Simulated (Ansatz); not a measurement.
One geometry of Zr₂O₆H₄, several levels of theory.

```yaml
crystal:
  periodic: [false, false, false]
  atoms:
    - {symbol: Zr, position_ang: [0.381507, 2.041129, 0.748928]}
    - {symbol: Zr, position_ang: [0.008823, -0.997132, -0.374687]}
    - {symbol: O, position_ang: [1.638134, -0.182880, 0.508190]}
    - {symbol: O, position_ang: [-1.174786, 0.489343, 0.534578]}
    - {symbol: O, position_ang: [-0.203883, 3.505245, -0.028763]}
    - {symbol: O, position_ang: [-0.204674, -2.629068, 0.624308]}
    - {symbol: O, position_ang: [-0.361345, -1.357067, -2.235267]}
    - {symbol: O, position_ang: [1.305197, 0.714888, -0.661419]}
    - {symbol: H, position_ang: [-0.122966, -3.416835, 1.167659]}
    - {symbol: H, position_ang: [-2.115944, 0.687162, 0.429638]}
    - {symbol: H, position_ang: [1.049126, 2.494085, 2.469600]}
    - {symbol: H, position_ang: [-0.199178, -1.348880, -3.182763]}
basis:
  gaussian: {orbitals: def2-TZVP}
magnetization: {spin_polarized: true, initial_magnetization: 2}
hamiltonian: {xc: pbe0, dispersion: d4}
scf: {omitted_lower_state_checks: [starts]}
output: {orbitals: {seedname: orbitals}}
```

The file start.molden holds the orbitals of an earlier run on this structure, at another level or in another basis.

```sh
$ ansatz run in.yaml --threads 4 --pin off --events-out ev --progress --plain --max-ram 4787MiB
```

Output, abridged:

```
Functional definition: PBE0
  name "PBE0"
  cite "Adamo & Barone, J. Chem. Phys. 110, 6158 (1999) doi:10.1063/1.478522"
  cite "Perdew, Burke & Ernzerhof, Phys. Rev. Lett. 77, 3865 (1996) doi:10.1103/PhysRevLett.77.3865"
  parent pbe
  parameter a = 0.25
  parameter kappa = 0.804
  parameter beta = 0.06672455060314922
  exchange = (1 - a)*pbe_x(kappa = kappa, mu = beta*pi^2/3) + a*exact_x
  correlation = pbe_c(beta = beta)
these checks for a lower state are left out or cut short: starts
1880 factors; their error is unknown
mean field evaluation 1: about -14865.9919 eV, gradient 1.0e2 eV
mean field evaluation 2: about -14412.5157 eV, gradient 3.0e2 eV
mean field evaluation 4: about -14878.5358 eV, gradient 7.3e1 eV
mean field evaluation 8: about -14902.6165 eV, gradient 1.2e1 eV
mean field evaluation 16: about -14903.5818 eV, gradient 7.7e-1 eV
mean field -14903.68319920 eV, -547.7002554911 hartree, gradient 8.7e-6 eV, S^2 2.018418; 0 other end points of the search recorded, 0 dependent functions left out
reference -14903.68327964 eV, -547.7002584474 hartree; 39, 37 occupied and 251, 253 virtual orbitals, 1880 factors
Total energy: -14904.00150607 eV, -547.7119530532 hartree
Checks for a lower state left out: starts
```

Run time 79 s (4 threads of Arm Neoverse V1 on a shared host), peak host memory 1.3 GiB.

The first input with `gaussian: {orbitals: def2-TZVP, initial_orbitals: start.molden}`, `hamiltonian: {xc: pbe, dispersion: d4}` (abridged; 27 s):

```
Functional definition: PBE
mean field evaluation 16: about -14906.5810 eV, gradient 1.0e-4 eV
mean field -14906.58096940 eV, -547.8067465820 hartree, gradient 2.2e-6 eV, S^2 2.004889
Total energy: -14906.94889303 eV, -547.8202675260 hartree
Checks for a lower state left out: starts
```

First input, but with `gaussian: {orbitals: def2-TZVP, initial_orbitals: start.molden}`, `hamiltonian: {xc: r2scan, dispersion: d4}` (abridged; 62 s):

```
Functional definition: r2SCAN
mean field evaluation 16: about -14913.6755 eV, gradient 2.2e-5 eV
mean field -14913.67552084 eV, -548.0674665387 hartree, gradient 7.7e-6 eV, S^2 2.010992
Total energy: -14913.76857441 eV, -548.0708861943 hartree
Checks for a lower state left out: starts
```

Geometry: r2SCAN-D4/def2-SVP, that of the neutral singlet.

In the def2 sets Zr takes a core potential; there is no spin–orbit coupling. The structure holds one bond between oxygen atoms, so isomers without such links may lie far lower. At PBE0-D4/def2-TZVP a singlet of charge 0 lies 4.01 eV below the triplet at the same geometry. The structure comes from a short search, and lower isomers may exist.
